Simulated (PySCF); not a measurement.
**How methods differ on the excitation energy of C+**

C+ [He] 2s2 2p1 (2P) → C+ [He] 2s1 2p2 (4P), as a difference of total energies. Calculation: PySCF 2.14, in cc-pVQZ (5s4p3d2f1g, 55 functions); no relativity, point nucleus. Correlated levels: valence: 1s2 frozen. The calculations carry no spin-orbit coupling.

| method | excitation energy (eV) | error (eV) |
| --- | --- | --- |
| UHF | 3.641 | -1.690 |
| MP2 (valence) | 4.775 | -0.556 |
| SCS-MP2 (valence) | 5.218 | -0.113 |
| CCSD (valence) | 5.285 | -0.046 |
| CCSD(T) (valence) | 5.318 | -0.013 |

Reference: 5.331 eV (measured; NIST levels, between the centres of gravity of the two terms).

Errors of the correlated levels include the incompleteness of this basis and the frozen core.
